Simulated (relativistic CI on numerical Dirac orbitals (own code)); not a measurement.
# One change at a time: Re26+

Base calculation: Dirac-Coulomb-Breit CI, KLI orbitals optimised for each configuration, model QED (radiative potential, 1s self-energy scaled to tabulated hydrogen-like ionisation energies), unscaled Slater integrals.

Configuration list (outside the closed core [Ar] 3d10 4s2): 4p⁶4d¹⁰4f³, 4p⁶4d¹⁰4f²5s, 4p⁶4d⁹4f⁴, 4p⁶4d¹⁰4f5s², 4p⁶4d¹⁰4f²5p, 4p⁶4d¹⁰4f5s5p, 4p⁵4d¹⁰4f⁴, 4p⁶4d¹⁰4f²5d, 4p⁶4d¹⁰4f5p², 4p⁶4d¹⁰4f5s5d, 4p⁶4d¹⁰4f5p5d, 4p⁶4d⁹4f²5s², 4p⁶4d¹⁰4f²5f, 4p⁶4d¹⁰4f²6s, 4p⁶4d¹⁰4f5d², 4p⁶4d¹⁰4f²6p. Levels of other configurations are missing.

Variants: (1) configuration mixing switched off. Shifts of the energy above 4p⁶4d¹⁰4f³ ⁴I°9/2, in cm⁻¹, for the lowest level and the first level of each name with at least 55 % of one term (blank where a level changes its place among those of its configuration and J or its character, or is not in the variant):

```csv
Level,Base,Δ(1)
4p⁶4d¹⁰4f³ ⁴I°9/2,0,0
4p⁶4d¹⁰4f³ ⁴I°11/2,22157,-126
4p⁶4d¹⁰4f³ ⁴F°3/2,38772,+2062
4p⁶4d¹⁰4f³ ⁴I°13/2,40791,-108
4p⁶4d¹⁰4f³ ⁴F°5/2,53626,+1984
4p⁶4d¹⁰4f³ ⁴I°15/2,56717,+1
4p⁶4d¹⁰4f³ ⁴S°3/2,59983,+1215
4p⁶4d¹⁰4f³ ⁴G°5/2,62381,+2309
4p⁶4d¹⁰4f³ ⁴G°7/2,72663,+2148
4p⁶4d¹⁰4f³ ⁴F°9/2,76977,+1636
4p⁶4d¹⁰4f³ ²K°13/2,78441,+524
4p⁶4d¹⁰4f³ ²H°11/2,79072,+1109
4p⁶4d¹⁰4f³ ²P°1/2,90939,+1971
4p⁶4d¹⁰4f³ ⁴G°9/2,91107,+2176
4p⁶4d¹⁰4f³ ⁴D°1/2,119192,+2856
4p⁶4d¹⁰4f³ ²I°13/2,124229,+1208
4p⁶4d¹⁰4f³ ²L°15/2,124558,+1147
4p⁶4d¹⁰4f³ ⁴D°7/2,126582,+3759
4p⁶4d¹⁰4f³ ²L°17/2,128043,+1648
4p⁶4d¹⁰4f³ ²F°7/2,163853,+4306
4p⁶4d¹⁰4f²5s ⁴H7/2,1017556,-890
4p⁶4d¹⁰4f²5s ⁴H9/2,1023169,-733
```

At this charge energies of transitions that change n are usually good to better than 1 %, and those within a shell (Δn = 0) to a few per cent. Terms inside the open d or f shell come out 10 to 20 % too wide with unscaled integrals.

Ionisation energy from the two ground configurations alone: base 838.859 eV. The NIST ASD value (theoretical) is 860 eV. The gap of more than 2 % comes from missing correlation, or from a tabulated value that is itself an estimate.

LS names give the leading component of a level, which can be under half, so a name can repeat, a term be missing and a line seem to break the LS rules.
